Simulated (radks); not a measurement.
Problem. Species: Kr V. Configuration: [Ar] 3d10 4s1.75 4p2.25 (fractional occupations, a model configuration). Calculated with a radial shooting solver on a logarithmic mesh with Libxc functionals: non-relativistic Kohn-Sham, TPSS, spin-polarised, spherical densities, point nucleus; open shells are filled with parallel spins first; meta-GGA in the generalised Kohn-Sham scheme. Some entries of the table are withheld. Estimate them.

orbital  occ.  eigenvalue (hartree)  <1/r> (bohr^-1)  <r> (bohr)
1s up       1             -513.6883            35.51     0.04243
1s down     1             -513.6782            35.51     0.04243
2s up       1             -68.62654            7.897      0.1876
2s down     1             -68.62276            7.897      0.1876
2p up       3             -62.22262            7.872      0.1618
2p down     3             -62.21433            7.872      0.1618
3s up       1             -11.50439            2.628      0.5403
3s down     1             -11.49123            2.628      0.5401
3p up       3              -9.22068              (1)      0.5444
3p down     3              -9.20554              (2)      0.5439
3d up       5              -5.14793            2.281      0.5516
3d down     5              -5.12908            2.286      0.5490
4s up       1                   (3)           0.9137       1.452
4s down  0.75                   (4)           0.9171       1.455
4p up    2.25              -2.13185           0.8222       1.598
4p down     0              -1.98250           0.8146       1.620

Solution. 
(1) 3p up <1/r> (bohr^-1): 2.518
(2) 3p down <1/r> (bohr^-1): 2.519
(3) 4s up eigenvalue (hartree): -2.70436
(4) 4s down eigenvalue (hartree): -2.54764
